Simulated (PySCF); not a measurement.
Compound: C3H5BF2.
SMILES: `FB(C1CC1)F`

Torsions of this conformer, `[F:1][B:2]([F:3])[CH:4]1[CH2:5][CH2:6]1`: F1–B2–C4–C5 146°.

The closed-shell ground state was solved at several levels (PySCF, density fitting, gas phase, non-relativistic). The structure is a single GFN2-xTB conformer in the gas phase; no vibrational or solvent corrections.

```json
{"level": "PBE0/pcSseg-1", "basis functions": "127", "HOMO (eV)": "-8.96", "LUMO (eV)": "0.29", "gap (eV)": "9.25", "dipole (D)": "2.18"}
{"level": "CAM-B3LYP/def2-SVPD", "basis functions": "166", "HOMO (eV)": "-10.37", "LUMO (eV)": "1.10", "gap (eV)": "11.47", "dipole (D)": "2.24"}
```

Q: What might B3LYP/pcJ-1 (212 basis functions) give for the same quantities?

A: HOMO -8.68 eV, LUMO 0.05 eV, gap 8.73 eV, dipole 2.18 D.

Q: Over all these levels, which gives the widest orbital gap and which the narrowest?

A: CAM-B3LYP/def2-SVPD (range-separated hybrid) has the widest, 11.47 eV, and B3LYP/pcJ-1 (global hybrid, 20 % exact exchange) the narrowest, 8.73 eV. Functional and basis both differ between the two, so the spread mixes both effects.

Q: How far do the dipole and the HOMO energy spread over the levels?

A: The dipole runs from 2.18 to 2.24 D (mean 2.20 D) and the HOMO from -10.37 to -8.68 eV.
